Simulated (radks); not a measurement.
Spherical jellium clusters: N electrons in a uniform positive sphere of charge N and radius rs N^(1/3), rs = 2.63 bohr. Level of theory: non-relativistic Kohn-Sham, LDA (Slater exchange, Perdew-Wang correlation), spin-polarised, spherical densities (a radial shooting solver with Libxc functionals). Levels are named by radial order and angular momentum (1s, 1p, 1d, 2s, ...), and open shells are averaged over m. Each electron was tried in the lowest free levels, single moves between levels near the top were tried too, and the lowest total energy was kept; such a search can miss a lower state. Energies include the self-energy of the background; IP and EA are vertical (highest electron removed, lowest free level filled), at fixed background; spill-out counts the electrons outside the background radius R, and alpha is the static dipole polarisability from linear response (closed shells only). A dash means not computed or, for alpha, an open shell; in EA it means that no bound solution was reached, which is typical of self-interaction and does not show that the anion is unstable. Real open-shell clusters deform, which this model forbids.

\begin{tabular}{lrrrrrrrr}
N & open shells & 2S & E/N (eV) & E(N+1) + E(N-1) - 2E(N) (eV) & IP (eV) & EA (eV) & -e(HOMO) (eV) & spill-out (e) \\ \hline
1 & 1s(up 1, down 0) & 1 & -0.546 & - & - & - & 3.832 & 0.53 \\
2 & none & 0 & -1.291 & 2.102 & 7.191 & - & 4.387 & 0.76 \\
3 & 1p(up 1, down 0) & 1 & -0.839 & -0.937 & 4.516 & - & 2.372 & 1.15 \\
4 & 1p(up 2, down 0) & 2 & -0.847 & -0.813 & 5.504 & - & 3.235 & 1.40 \\
5 & 1p(up 3, down 0) & 3 & -1.015 & 0.339 & 6.113 & - & 3.831 & 1.58 \\
6 & 1p(up 3, down 1) & 2 & -1.070 & -0.665 & 5.557 & - & 3.495 & 1.76 \\
7 & 1p(up 3, down 2) & 1 & -1.204 & -0.506 & 6.097 & 2.072 & 4.012 & 1.90 \\
8 & none & 0 & -1.368 & 2.446 & 6.468 & - & 4.394 & 2.03 \\
9 & 1d(up 1, down 0) & 1 & -1.224 & -0.435 & 3.895 & - & 2.110 & 2.28 \\
10 & 1d(up 2, down 0) & 2 & -1.152 & -0.404 & 4.374 & - & 2.578 & 2.48 \\
11 & 1d(up 3, down 0) & 3 & -1.130 & -0.365 & 4.756 & - & 2.960 & 2.64 \\
12 & 1d(up 4, down 0) & 4 & -1.142 & -0.325 & 5.069 & - & 3.280 & 2.79 \\
13 & 1d(up 5, down 0) & 5 & -1.177 & 0.388 & 5.330 & - & 3.552 & 2.91 \\
14 & 1d(up 5, down 0) 2s(up 1, down 0) & 6 & -1.180 & -0.158 & 4.874 & - & 3.240 & 3.20 \\
15 & 1d(up 5, down 2) & 3 & -1.193 & -0.379 & 5.081 & 1.790 & 3.398 & 3.17 \\
16 & 1d(up 5, down 3) & 2 & -1.227 & -0.258 & 5.327 & 2.045 & 3.651 & 3.28 \\
17 & 1d(up 5, down 4) & 1 & -1.273 & -0.230 & 5.536 & 2.269 & 3.870 & 3.38 \\
18 & none & 0 & -1.327 & 0.255 & 5.716 & 2.104 & 4.062 & 3.48 \\
19 & 2s(up 1, down 0) & 1 & -1.361 & 0.216 & 5.412 & 2.007 & 3.817 & 3.69 \\
20 & none & 0 & -1.381 & 1.387 & 5.220 & - & 3.680 & 3.93 \\
21 & 1f(up 1, down 0) & 1 & -1.334 & -0.233 & 3.883 & - & 2.373 & 4.07 \\
22 & 1f(up 2, down 0) & 2 & -1.301 & -0.218 & 4.104 & - & 2.600 & 4.20 \\
23 & 1f(up 3, down 0) & 3 & -1.280 & -0.204 & 4.301 & - & 2.804 & 4.31 \\
24 & 1f(up 4, down 0) & 4 & -1.270 & -0.191 & 4.478 & 1.546 & 2.988 & 4.42 \\
25 & 1f(up 5, down 0) & 5 & -1.268 & - & 4.638 & 1.718 & 3.155 & 4.51 \\
\end{tabular}

All shells are closed at N = 2, 8, 18, 20 (there: 1s2 1p6 1d10 2s2); the second difference of the energy has clear peaks (12 % above both neighbours; the first and last values, which can be the largest, are not judged, and half-filled shells can peak too) at N = 5, 8, 13, 18, 20.
